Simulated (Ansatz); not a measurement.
Ansatz (a quantum-chemistry and plane-wave program) input:

Ansatz 0.2 input:
```yaml
crystal:
  periodic: [false, false, false]
  atoms:
    - {symbol: Si, position_ang: [0.02316557, -0.01455377, 0.00773879]}
    - {symbol: C, position_ang: [-1.78066584, 0.40046325, 0.00267545]}
    - {symbol: O, position_ang: [0.34687746, -1.46125672, -0.70073020]}
    - {symbol: O, position_ang: [0.92110883, 1.06562132, -0.86221799]}
    - {symbol: O, position_ang: [0.46084220, -0.07149778, 1.58942137]}
    - {symbol: H, position_ang: [-2.35317218, -0.38055318, 0.50575692]}
    - {symbol: H, position_ang: [-2.15413207, 0.49411132, -1.01837473]}
    - {symbol: H, position_ang: [-1.97157685, 1.34091407, 0.52392646]}
    - {symbol: H, position_ang: [0.78160909, -1.43504479, -1.55660690]}
    - {symbol: H, position_ang: [0.91592985, 1.98643093, -0.59136621]}
    - {symbol: H, position_ang: [1.31039119, -0.46781982, 1.80048316]}
basis:
  gaussian:
    orbitals: def2-TZVPD
hamiltonian:
  xc: {name: r2SCAN0}
output: {forces: true}
```

What final total energy does it print?

-556.99356 Eh (r2SCAN0/def2-TZVPD). The basis has 254 functions.
